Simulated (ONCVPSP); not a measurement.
**Ranking ONCV potentials for titanium (Ti)**

All share these settings but for the change named:

| Property | Result |
| --- | --- |
| Element | Ti (Z = 22) |
| Generator | ONCVPSP 4.0.1 |
| Type | optimised norm-conserving Vanderbilt (ONCV) |
| Functional | PBE |
| Relativity | scalar-relativistic |
| Frozen core | [Ne] |
| Valence charge | 12 |
| Reference configuration | 3s2 3p6 3d2 4s2 |
| Partial waves | 3s+4s: rc 1.90 bohr, ncon 4, nbas 9, qcut 7.9 1/bohr, 2 projectors; 3p: rc 1.35 bohr, ncon 4, nbas 7, qcut 10.4 1/bohr, 2 projectors, debl 3.5 Ha; 3d: rc 1.40 bohr, ncon 4, nbas 9, qcut 12.4 1/bohr, 2 projectors, debl 2.9 Ha |
| Local potential | polynomial inside 1.30 bohr (lpopt 1, dvloc0 0 Ha) |
| Core correction | none |

Test errors are all-electron minus pseudo excitation energies from the reference, over 3s2 3p6 3d2 4s1; 3s2 3p6 3d2 4s0; 3s2 3p6 3d1 4s0; 3s2 3p6 3d3 4s1. None of these files shows a bound ghost.

The base gives 7.5 meV.

Of 8 variants that were run, those that failed, showed a ghost or another fault, or gave nearly equal values are left out.

Task: Rank these variants by their largest absolute test error, smallest first.
A. all radii scaled by about 1.25 (s 2.38, p 1.68, d 1.76 bohr); local potential polynomial inside 1.62 bohr (lpopt 1, dvloc0 0 Ha)
B. all radii scaled by about 0.77 (s 1.48, p 1.04, d 1.08 bohr); local potential polynomial inside 1.02 bohr (lpopt 1, dvloc0 0 Ha)
C. all radii scaled by about 1.18 (s 2.24, p 1.60, d 1.66 bohr); local potential polynomial inside 1.54 bohr (lpopt 1, dvloc0 0 Ha)
D. all radii scaled by about 1.33 (s 2.54, p 1.80, d 1.86 bohr); local potential polynomial inside 1.74 bohr (lpopt 1, dvloc0 0 Ha)
E. all radii scaled by about 0.86 (s 1.64, p 1.16, d 1.20 bohr); local potential polynomial inside 1.12 bohr (lpopt 1, dvloc0 0 Ha)

Result: B (2.2 meV), E (3.0 meV), C (17.9 meV), A (23.4 meV), D (31.0 meV).
